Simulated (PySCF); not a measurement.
C₂H₄F₂Si₂, SMILES F[SiH](F)C#C[SiH3].

Coordinates come from a PBE-D3(BJ)/def2-SVP optimisation. This is a generated structure with no PubChem entry under its InChIKey; it may be hypothetical.

Computed with TDDFT-PBE/def2-SVPD run with PySCF.

Vertical excitations. The molecule is in vacuum.

```tsv
state	energy (eV)	λ (nm)	f	main pairs
S1	5.27	235	0.000	HOMO→LUMO 72 %, HOMO−1→LUMO+1 28 %
S2	5.44	228	0.002	HOMO−1→LUMO 52 %, HOMO→LUMO+1 48 %
S3	5.45	228	0.002	HOMO−1→LUMO+1 72 %, HOMO→LUMO 28 %
S4	6.73	184	0.001	HOMO−2→LUMO 98 %
S5	6.78	183	0.581	HOMO−2→LUMO+1 34 %, HOMO→LUMO+1 20 %, HOMO−1→LUMO 19 %, HOMO−3→LUMO 11 %
S6	6.89	180	0.000	HOMO−4→LUMO 65 %, HOMO−3→LUMO+1 34 %
S7	6.90	180	0.233	HOMO−2→LUMO+1 63 %, HOMO−3→LUMO 12 %, HOMO→LUMO+1 10 %
S8	7.03	176	0.023	HOMO−4→LUMO+1 49 %, HOMO−3→LUMO 44 %
S9	7.04	176	0.009	HOMO−3→LUMO+1 63 %, HOMO−4→LUMO 32 %
S10	7.16	173	0.000	HOMO→LUMO+2 97 %
T1	4.34	285	0	HOMO−1→LUMO 53 %, HOMO→LUMO+1 43 %
T2	4.70	264	0	HOMO→LUMO 55 %, HOMO−1→LUMO+1 43 %
T3	4.70	264	0	HOMO→LUMO+1 53 %, HOMO−1→LUMO 44 %
T4	5.27	235	0	HOMO−1→LUMO+1 55 %, HOMO→LUMO 44 %
```
Triplets are in the Tamm–Dancoff approximation, which puts them higher than full response would, so one can lie above its singlet here.
